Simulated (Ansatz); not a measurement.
C2H6GaN, relaxed with RKS PBE-D4/def2-SVP in Ansatz from a rough embedded geometry. The force threshold is 0.03 eV/Å; the program also tests the step.

Total charge 0; spin multiplicity 1. The bonds changed during the relaxation, so this is another structure than the one it started from.

Start:

```xyz
10

C    -0.342    0.676   -0.021
C     0.941   -0.032   -0.078
Ga   -0.703   -1.320   -1.007
N    -1.388   -0.067    0.774
H    -0.220    1.744    0.411
H    -0.766    0.849   -1.087
H     1.660    0.469   -0.714
H     1.335   -0.141    0.977
H     0.602   -2.229   -0.977
H    -1.121    0.051    1.721
```

(1) How much energy does the relaxation release, and in how many steps? (Best estimate.)

(2) Which bonds change most? (Estimate.)

(3) Give the relaxed structure. (Estimate.)

## Answers

(1) Ansatz gave: 518.96 kJ/mol, in 17 steps, 1 of them rejected.

(2) The calculation gave: C2–H9 from 2.398 to 1.109 Å; Ga3–N4 from 2.283 to 1.896 Å; C1–C2 from 1.467 to 1.533 Å; C1–N4 from 1.509 to 1.455 Å.

(3) The calculation gave: 
```xyz
10

C    -0.253    0.495   -0.183
C     1.199    0.008   -0.115
Ga   -2.598   -1.392   -0.352
N    -1.204   -0.397    0.462
H    -0.308    1.525    0.246
H    -0.547    0.611   -1.252
H     1.889    0.717   -0.618
H     1.533   -0.096    0.939
H     1.303   -0.986   -0.597
H    -1.014   -0.486    1.470
```
